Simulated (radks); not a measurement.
The numbers below are computed, except where a source is named.
Task: Level of theory: scalar-relativistic Kohn-Sham, PBE, spin-unpolarised, spherical densities, finite nucleus; Fermi nuclear charge, rms radius of each element as measured or else 0.836 A^(1/3) + 0.57 fm (a radial shooting solver on a logarithmic mesh with Libxc functionals). Response by self-consistent Sternheimer equations with the Hartree and adiabatic LDA kernel, the relativistic mass of each level held fixed and spin-orbit coupling left out. For heavy and open-shell atoms this level of theory can miss by tens of per cent. Rank Er, Er2+, Er4+, Er+, Er6+, Er3+, Er5+ (NIST ground configurations) by static dipole polarisability, largest first.

Result: Er 143.0, Er+ 61.08, Er2+ 8.488, Er3+ 5.050, Er4+ 3.787, Er5+ 3.139, Er6+ 2.631 bohr^3.
